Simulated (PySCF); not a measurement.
Multinuclear NMR of C5H11ClOSi

Geometry:
| atom | x (Å) | y (Å) | z (Å) |
| --- | --- | --- | --- |
| C1 | -0.528 | 1.910 | 0.110 |
| Si2 | -0.398 | 0.021 | -0.074 |
| C3 | -1.602 | -0.651 | -1.391 |
| C4 | -0.622 | -0.875 | 1.589 |
| C5 | 1.383 | -0.368 | -0.777 |
| C6 | 2.362 | 0.029 | 0.221 |
| O7 | 2.821 | 1.101 | 0.445 |
| Cl8 | 2.829 | -1.336 | 1.288 |
| H9 | 0.347 | 2.309 | 0.615 |
| H10 | -1.402 | 2.195 | 0.688 |
| H11 | -0.601 | 2.404 | -0.855 |
| H12 | -1.455 | -0.173 | -2.355 |
| H13 | -1.485 | -1.720 | -1.534 |
| H14 | -2.629 | -0.472 | -1.092 |
| H15 | -1.634 | -0.758 | 1.965 |
| H16 | 0.056 | -0.480 | 2.340 |
| H17 | -0.424 | -1.940 | 1.501 |
| H18 | 1.452 | -1.422 | -1.019 |
| H19 | 1.520 | 0.235 | -1.672 |

[PySCF 2.14.0 with density-fitted response routines: GFN2-xTB structure; shielding tensors at PBE0/pcSseg-1 (GIAO); one computed conformer; one averaged value for each set of equivalent atoms; non-relativistic Hamiltonian; in vacuum]

Problem. What are the ²⁹Si shifts?

Solution. 
```json
{"atoms": "Si2", "environment": "silicon bonded to 4 C", "σ (ppm)": "341.5", "δ (ppm)": "-0.7"}
```

Shieldings were converted by a linear fit to measured shifts: ²⁹Si: δ = 279.94 − 0.822σ (rms 8.9 ppm, 72 shifts, 25.8 ppm with the 6 outliers that the fit left out vs TMS, solution or neat liquid). A few per cent of atoms miss by over 2 rms, more outside the fitted compound classes.

On a 500 MHz spectrometer ²⁹Si resonates near 99.3 MHz, so 1 ppm is 99.3 Hz.

Problem. Predict the ¹⁷O NMR data.

Solution. 
```tsv
atoms	environment	σ (ppm)	δ (ppm)
O7	carbonyl oxygen	-226.8	473.3
```

Shieldings were converted by a linear fit to measured shifts: ¹⁷O: δ = 266.70 − 0.911σ (rms 10.7 ppm, 155 shifts, 12.2 ppm with the 3 outliers that the fit left out vs liquid water, solution or neat liquid). A few per cent of atoms miss by over 2 rms, more outside the fitted compound classes.

On a 600 MHz spectrometer ¹⁷O resonates near 81.3 MHz, so 1 ppm is 81.3 Hz.
